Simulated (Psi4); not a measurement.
CH5N, charge +1, doublet, geometry from GFN2-xTB (a state made from the parent by changing its charge; the spin is typed, not shown lowest); Psi4 with TPSS/6-31G*.

Here is a job for Psi4.
```
memory 2 GB

molecule {
1 2
C    -0.66978341    0.08307129    0.00464999
N     0.68771426   -0.10645992   -0.01656633
H    -1.22143766   -0.72376253   -0.47916539
H    -0.95232319    1.07024451   -0.42758532
H    -1.04357184    0.25235697    1.04040653
H     1.10558462   -0.92538143   -0.44685182
H     1.31644869    0.57333417    0.40126043
}

set {
  basis 6-31g*
  reference uks
  cholesky_tolerance 1e-6
  scf_type cd
}

energy('tpss')
print_variables()
```

The log (banner, timings and long lists left out):

```
   => Loading Basis Set <=

    Name: 6-31G*
    Role: ORBITAL
    Keyword: BASIS

         ---------------------------------------------------------
                                   SCF
               by Justin Turney, Rob Parrish, Andy Simmonett
                          and Daniel G. A. Smith
                              UKS Reference
         ---------------------------------------------------------

  ==> Geometry <==

    Molecular point group: c1
    Full point group: C1

    Geometry (in Angstrom), charge = 1, multiplicity = 2:

       Center              X                  Y                   Z               Mass
    ------------   -----------------  -----------------  -----------------  -----------------
         C           -0.695270977075     0.090969822383     0.007466353863    12.000000000000
         N            0.662226692925    -0.098561387617    -0.013749966137    14.003074004430
         H           -1.246925227075    -0.715863997617    -0.476349026137     1.007825032230
         H           -0.977810757075     1.078143042383    -0.424768956137     1.007825032230
         H           -1.069059407075     0.260255502383     1.043222893863     1.007825032230
         H            1.080097052925    -0.917482897617    -0.444035456137     1.007825032230
         H            1.290961122925     0.581232702383     0.404076793863     1.007825032230

  Running in c1 symmetry.

  Rotational constants: A =      3.59390  B =      0.83163  C =      0.76256 [cm^-1]
  Rotational constants: A = 107742.32987  B =  24931.76755  C =  22860.91651 [MHz]
  Nuclear repulsion =   42.962234750146017

  Charge       = 1
  Multiplicity = 2
  Electrons    = 17
  Nalpha       = 9
  Nbeta        = 8

  ==> Algorithm <==

  SCF Algorithm Type is CD.
  DIIS enabled.
  MOM disabled.
  Fractional occupation disabled.
  Guess Type is SAD.
  Energy threshold   = 1.00e-06
  Density threshold  = 1.00e-06
  Integral threshold = 1.00e-12

  ==> Primary Basis <==

  Basis Set: 6-31G*
    Blend: 6-31G*
    Number of shells: 22
    Number of basis functions: 40
    Number of Cartesian functions: 40
    Spherical Harmonics?: false
    Max angular momentum: 2

  ==> DFT Potential <==

   => LibXC <=

    Version 7.1.2
    S. Lehtola, C. Steigemann, M. J. T. Oliveira, and M. A. L. Marques,  SoftwareX 7, 1–5 (2018) (10.1016/j.softx.2017.11.002)

   => Composite Functional: TPSS <=

    TPSS Meta-GGA XC Functional

    J. Tao, et al., Phys. Rev. Lett., 91, 146401, 2003

    Deriv               =              1
    GGA                 =           TRUE
    Meta                =           TRUE

    Exchange Hybrid     =          FALSE
    MP2 Hybrid          =          FALSE

   => Exchange Functionals <=

    1.0000   XC_MGGA_X_TPSS

   => Correlation Functionals <=

    1.0000   XC_MGGA_C_TPSS

   => LibXC Density Thresholds  <==

    XC_MGGA_C_TPSS:  1.00E-15
    XC_MGGA_X_TPSS:  1.00E-15

   => Molecular Quadrature <=

    Radial Scheme          =       TREUTLER
    Pruning Scheme         =           NONE
    Nuclear Scheme         =       TREUTLER

    Blocking Scheme        =         OCTREE
    BS radius alpha        =              1
    Pruning alpha          =              1
    Radial Points          =             75
    Spherical Points       =            302
    Total Points           =         151378
    Total Blocks           =           1194
    Max Points             =            256
    Max Functions          =             40
    Weights Tolerance      =       1.00E-15

  ==> Integral Setup <==

  ==> CDJK: Cholesky-decomposed J/K Matrices <==

    J tasked:                     Yes
    K tasked:                      No
    wK tasked:                     No
    Integrals threads:              1
    Algorithm:                   Core
    Integral Cache:              NONE
    Schwarz Cutoff:             1E-12
    Cholesky tolerance:      1.00E-06
    No. Cholesky vectors:         278

  Minimum eigenvalue in the overlap matrix is 8.0812537830E-03.
  Reciprocal condition number of the overlap matrix is 1.2716845888E-03.
    Using symmetric orthogonalization.

  ==> Pre-Iterations <==

  SCF Guess: Superposition of Atomic Densities via on-the-fly atomic UHF (no occupation information).

   -------------------------
    Irrep   Nso     Nmo
   -------------------------
     A         40      40
   -------------------------
    Total      40      40
   -------------------------

  ==> Iterations <==

                        Total Energy        Delta E     RMS |[F,P]|

   @UKS iter SAD:   -95.51448467798903   -9.55145e+01   0.00000e+00
   @UKS iter   1:   -95.43365631139463    8.08284e-02   1.21984e-02 ADIIS/DIIS
   @UKS iter   2:   -95.38119963142115    5.24567e-02   1.43304e-02 ADIIS/DIIS
   @UKS iter   3:   -95.54421087584691   -1.63011e-01   1.59542e-03 ADIIS/DIIS
   @UKS iter   4:   -95.54565898652267   -1.44811e-03   1.04245e-03 ADIIS/DIIS
   @UKS iter   5:   -95.54647309564560   -8.14109e-04   1.16297e-04 ADIIS/DIIS
   @UKS iter   6:   -95.54648823049621   -1.51349e-05   2.66112e-05 DIIS
   @UKS iter   7:   -95.54648955410443   -1.32361e-06   5.99307e-06 DIIS
   @UKS iter   8:   -95.54648960079491   -4.66905e-08   2.74436e-06 DIIS
   @UKS iter   9:   -95.54648960836096   -7.56604e-09   4.91051e-07 DIIS
  Energy and wave function converged.

  ==> Post-Iterations <==

   Electrons on quadrature grid:
      Nalpha   =    8.9999963672 ; deviation = -3.633e-06
      Nbeta    =    7.9999975214 ; deviation = -2.479e-06
      Ntotal   =   16.9999938886 ; deviation = -6.111e-06

   @Spin Contamination Metric:   4.244262509E-03
   @S^2 Expected:                7.500000000E-01
   @S^2 Observed:                7.542442625E-01
   @S   Expected:                5.000000000E-01
   @S   Observed:                5.000000000E-01

    Orbital Energies [Eh]
    ---------------------

    Alpha Occupied:

[...]
    Alpha Virtual:

[...]
      40A      3.933679

    Beta Occupied:

[...]
    Beta Virtual:

[...]
    Final Occupation by Irrep:
              A
    DOCC [     8 ]
    SOCC [     1 ]
    NA   [     9 ]
    NB   [     8 ]

  @UKS Final Energy:   -95.54648960836096

   => Energetics <=

    Nuclear Repulsion Energy =             42.9622347501460169
    One-Electron Energy =                -207.6618468856626976
    Two-Electron Energy =                  83.0674445725488795
    DFT Exchange-Correlation Energy =     -13.9143220453931562
    Empirical Dispersion Energy =           0.0000000000000000
    VV10 Nonlocal Energy =                  0.0000000000000000
    Total Energy =                        -95.5464896083609574

  UHF NO Occupations:
  HONO-2 :    7  A 1.9992436
  HONO-1 :    8  A 1.9992347
  HONO-0 :    9  A 1.0000000
  LUNO+0 :   10  A 0.0007653
  LUNO+1 :   11  A 0.0007564
  LUNO+2 :   12  A 0.0002781
  LUNO+3 :   13  A 0.0001758

Computation Completed

Properties will be evaluated at   0.000000,   0.000000,   0.000000 [a0]

Properties computed using the SCF density matrix

 Multipole Moments:

 ------------------------------------------------------------------------------------
     Multipole            Electronic (a.u.)      Nuclear  (a.u.)        Total (a.u.)
 ------------------------------------------------------------------------------------

 L = 1.  Multiply by 2.5417464519 to convert [e a0] to [Debye]
 Dipole X            :          1.2992897           -0.8669614            0.4323283
 Dipole Y            :         -0.2343372            0.2686691            0.0343319
 Dipole Z            :         -0.0497980            0.0957989            0.0460009
 Magnitude           :                                                    0.4361221

 ------------------------------------------------------------------------------------

  Variable Map:
  ----------------------------------------------------------------------------
[...]
  Array Variable Map:
  ----------------------------------------------------------------------------
[...]
[...]
```
